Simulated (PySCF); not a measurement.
AsH₂, multiplicity 2. Atoms are numbered in the order given.

```xyz
3

As     0.0000     0.0000     0.0613
H      0.0000    -1.0865    -1.0107
H      0.0000     1.0865    -1.0107
```
Charge 0, spin multiplicity 2.

The structure is a stationary point at PBE0-D3(BJ)/def2-TZVPD. The isomer is the one that the SMILES or the coordinates give; other isomers of the formula were not compared.

The numbers are results of PySCF with TDA-LC-ωPBE/def2-TZVPD, not measurements.

Vertical excitations. 

```
state    energy (eV)  λ (nm)      f                                                      main pairs
-------  -----------  ------  -----  --------------------------------------------------------------
root 1          3.05     406  0.006                                                β HOMO→LUMO 98 %
root 2          5.04     246  0.000                          α HOMO→LUMO+1 14 %, β HOMO−1→LUMO 84 %
root 3          5.59     222  0.000                          α HOMO→LUMO+1 81 %, β HOMO−1→LUMO 15 %
root 4          6.03     205  0.023                                                α HOMO→LUMO 90 %
root 5          6.27     198  0.000                        α HOMO−1→LUMO+1 37 %, β HOMO→LUMO+2 52 %
root 6          7.07     175  0.001                          α HOMO−1→LUMO 27 %, β HOMO→LUMO+1 44 %
root 7          7.52     165  0.199                                              α HOMO→LUMO+2 89 %
root 8          7.90     157  0.193                          α HOMO−1→LUMO 47 %, β HOMO→LUMO+1 42 %
root 9          8.02     155  0.022    α HOMO→LUMO+3 39 %, α HOMO−1→LUMO+1 36 %, β HOMO→LUMO+2 19 %
root 10         8.37     148  0.004  α HOMO−2→LUMO+1 37 %, α HOMO−1→LUMO 14 %, β HOMO−1→LUMO+2 35 %
```
Unrestricted roots are not spin-pure.
